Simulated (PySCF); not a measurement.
Molecular orbitals of Pd₂

PBE0 at R = 2.479 Å; PySCF, scalar-relativistic core potentials, basis sets Pd def2-TZVPP with ECP28. State: triplet, unpaired electrons σ ↑↑. Only the outer orbitals are listed.

```tsv
spin	orbital	occ.	ε (eV)	main shells (%)
α	σg	1	-5.40	94 s
α	σu	0	-1.96	56 s, 43 p
α	πu	0	-0.46	100 p
α	πu	0	-0.46	100 p
β	πg	1	-6.11	99 d
β	πg	1	-6.11	99 d
β	σg	0	-2.98	84 s, 16 d
β	σu	0	-2.63	97 d
β	σu	0	-1.44	55 p, 44 s
```

Question: Which are the highest filled and the lowest empty level, where do they sit, and how wide is the gap?

Answer: Highest filled α σg at -5.40 eV (in %: 94 s); lowest empty β σg at -2.98 eV (in %: 84 s, 16 d); the gap at PBE0 is 2.42 eV.

```
bond order (Mayer)             : 1.10
⟨S²⟩                           : 2.004
polarisability along the bond  : 116.6 bohr³
polarisability across the bond : 63.0 bohr³
```

Spin–orbit coupling is left out. The state is the lowest single determinant that the PBE0 search found; with open d or f shells the true ground state can be another one.
